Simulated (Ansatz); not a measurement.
Cost and result for the atomization energy of CH$_{5}$AlOSe, SMILES `C[O][AlH][SeH]` (9 atoms, 8 bonds).

```xyz
9

C     1.4147   -0.2331    0.0834
O     0.3761   -0.2489   -0.8471
Al   -1.2780    0.0346   -0.8833
Se   -2.4200    0.6525    1.0397
H     2.1625    0.5146   -0.1992
H     1.0694    0.0014    1.0986
H     1.9066   -1.2105    0.1127
H    -2.0437   -0.1258   -2.2447
H    -1.1875    0.6153    1.8398
```

Total charge 0; spin multiplicity 1. Correlated methods include outer-core shells of Se, which these sets cover unevenly. Scalar relativity is left out up to krypton. The structure was optimised at the PBE0-D4/def2-TZVP level. It is one conformer, not always the lowest. Program: Ansatz. All runs use 4 threads of an Arm Neoverse V2 on a shared host. Times are those of one run each, without the atoms' runs, and a repeat can differ threefold. Electronic energies, without spin–orbit coupling; frozen cores. CCSD(T)/CBS adds CCSD(T) − MP2 in def2-TZVPP to the MP2 limit, and its time is that of the two runs behind it. T1 = 0.011. With those shells the extrapolation isn't a true limit. B3LYP takes the VWN-RPA correlation (the form of Gaussian; ORCA's B3LYP/G).

CCSD(T)/CBS is a level of theory with its own doubt, some kJ/mol a heavy atom from the limit and from the frozen cores, so smaller differences don't rank the functionals.

| level | functions | wall time | atomization (kJ/mol) | difference from CCSD(T)/CBS | per bond |
| --- | --- | --- | --- | --- | --- |
| PBE-D4/def2-TZVPP (with forces) | 222 | 1.9 s | 3066.8 | 12.0 | 1.5 |
| PBE0-D4/def2-TZVPP | 222 | 2.4 s | 3017.0 | -37.8 | -4.7 |
| B3LYP-D4/def2-TZVPP (with forces) | 222 | 3.7 s | 3029.9 | -24.9 | -3.1 |
| r2SCAN-D4/def2-TZVPP (with forces) | 222 | 3.9 s | 3051.5 | -3.3 | -0.4 |
| B2PLYP/def2-TZVPP | 222 | 4.1 s | 3002.0 | -52.8 | -6.6 |
| ωB97X-V/def2-TZVPP | 222 | 6 s | 3047.8 | -7.0 | -0.9 |
| ωB97M-V/def2-TZVPP (with forces) | 222 | 8.5 s | 3037.2 | -17.6 | -2.2 |
| MP2/def2-QZVPP | 423 | 15 s | 3061.1 | 6.3 | 0.8 |
| CCSD(T)/def2-TZVPP | 222 | 90 s | 2969.1 | -85.7 | -10.7 |
| CCSD(T)/CBS(def2) | – | 100 s | 3054.8 | 0.0 | 0.0 |

The D4 term adds +27.4 kJ/mol with B3LYP and +14.5 kJ/mol with PBE0; it sums over pairs of atoms, weighted by their polarisabilities, and B3LYP, whose exchange is more repulsive, gets the larger term. In def2-TZVPP, CCSD(T) changes the Hartree–Fock value by +762.6 kJ/mol (the triples alone add +43.2 kJ/mol) and MP2 by +804.1 kJ/mol; breaking electron pairs costs correlation energy, which Hartree–Fock lacks. From PBE to PBE0 (25 % exact exchange), in def2-TZVPP and without D4, the atomization energy moves by −47.3 kJ/mol: exact exchange takes away binding that semilocal exchange gives to molecules.
